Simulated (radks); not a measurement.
Values are calculated unless marked as measured or tabulated.
The mean radii <r> (bohr) of the occupied orbitals of an atom or ion are listed with their occupations. Level of theory: non-relativistic Kohn-Sham, PBE, spin-polarised, spherical densities, point nucleus (a radial shooting solver on a logarithmic mesh with Libxc functionals).

orbital  occ.     <r>
1s up       1  0.2000
1s down     1  0.1993
2s up       1   1.074
2s down     1   1.113
2p up       3   1.085

Name the element and its charge. Open shells, if any, are filled with parallel spins first.

Answer. Z = 8, oxygen, charge +1: O+ in [He] 2s2 2p3. The 1s radius gives Z: for a bare nucleus <r> = 1.5/Z, 0.1875 bohr for Z = 8, and screening makes it slightly larger (0.2000 here). The occupations add up to 7, and the charge is Z minus that.
